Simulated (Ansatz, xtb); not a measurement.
**Two isomers of C3H7K**

Structure I: `CC[CH2][K]`, a singlet. Structure II: `C[CH](C)[K]`, a singlet. Both are isolated molecules in the gas phase, relaxed with PBE0-D3(BJ)/def2-SVP; the shapes shown needn't be the lowest conformers.

I (Å):

```tsv
atom	x (Å)	y (Å)	z (Å)
C	-0.3808	2.3785	-0.2845
C	0.5292	1.1877	0.0282
C	0.5857	0.1135	-1.0522
K	2.1923	-1.9973	-0.5053
H	-0.0572	2.8821	-1.2108
H	-0.3929	3.1329	0.5235
H	-1.4186	2.0423	-0.4470
H	1.5440	1.5822	0.2357
H	0.1970	0.7513	0.9914
H	-0.4388	-0.2646	-1.2494
H	0.9156	0.5702	-2.0083
```

II (Å):

| atom | x (Å) | y (Å) | z (Å) |
| --- | --- | --- | --- |
| C | -1.2892 | 1.2857 | 0.0807 |
| C | -1.2761 | -0.1029 | 0.6968 |
| C | -0.6413 | -0.0797 | 2.0768 |
| K | -0.0610 | -1.9197 | -0.9401 |
| H | -0.2705 | 1.6681 | -0.1255 |
| H | -1.7605 | 2.0571 | 0.7388 |
| H | -1.8371 | 1.3226 | -0.8777 |
| H | -2.3246 | -0.4453 | 0.8029 |
| H | 0.4339 | 0.1835 | 2.0450 |
| H | -1.1033 | 0.6721 | 2.7635 |
| H | -0.7100 | -1.0528 | 2.5950 |

Task: Estimate E(II) − E(I) at the level CCSD(T)/def2-SVP + ΔMP2/def2-TZVPP.

Result: Calculated at CCSD(T)/def2-SVP + ΔMP2/def2-TZVPP: E(II) − E(I) = +2.6 kcal/mol, so structure I lies lower.

The same difference at several levels:

| level | geometry | E(II) − E(I) (kcal/mol) | departure from the last row (kcal/mol) | job, with rough time for the two |
| --- | --- | --- | --- | --- |
| GFN2-xTB | GFN2-xTB | −0.1 | −2.7 | optimisation, 0.63 s |
| HF/STO-3G | GFN2-xTB | +1.2 | −1.5 | single point, 1.4 s |
| r2SCAN-D4/def2-SVP | GFN2-xTB | +2.4 | −0.3 | single point, 11 s |
| PBE0-D3(BJ)/def2-SVP | PBE0-D3(BJ)/def2-SVP | +2.3 | −0.3 | optimisation, 54 s |
| HF/def2-SVP | PBE0-D3(BJ)/def2-SVP | +3.7 | +1.1 | part of the CCSD(T) run |
| MP2/def2-SVP | PBE0-D3(BJ)/def2-SVP | +2.9 | +0.2 | part of the CCSD(T) run |
| CCSD(T)/def2-SVP | PBE0-D3(BJ)/def2-SVP | +2.4 | −0.2 | single point |
| CCSD(T)/def2-SVP + ΔMP2/def2-TZVPP | PBE0-D3(BJ)/def2-SVP | +2.6 |  | single point, 1.9 min |

As drawn, both hold the same kinds of bond in the same numbers. Structure I has 1 methyl group, II 2.

GFN2-xTB finds them nearly level. The largest departure from CCSD(T)/def2-SVP + ΔMP2/def2-TZVPP is that of GFN2-xTB, 2.7 kcal/mol. The last row adds to CCSD(T) the change of the MP2 difference between the two basis sets, here +0.2 kcal/mol.

With harmonic frequencies from PBE0-D3(BJ)/def2-SVP (ideal gas, rigid rotor, one conformer each, 298.15 K, 1 atm): the zero-point term adds −0.3 kcal/mol; ΔH is +2.4 and ΔG +2.2 kcal/mol.

The T1 diagnostic of structures I and II is large, so the coupled-cluster value is less sure. The correlated steps freeze 8 core orbitals; the last core shell of K is correlated, in a basis made for valence electrons. Codes used: Ansatz 0.2.0, xtb 6.7.1; the last row on 2 threads of AMD EPYC (Zen 3) on a shared host.
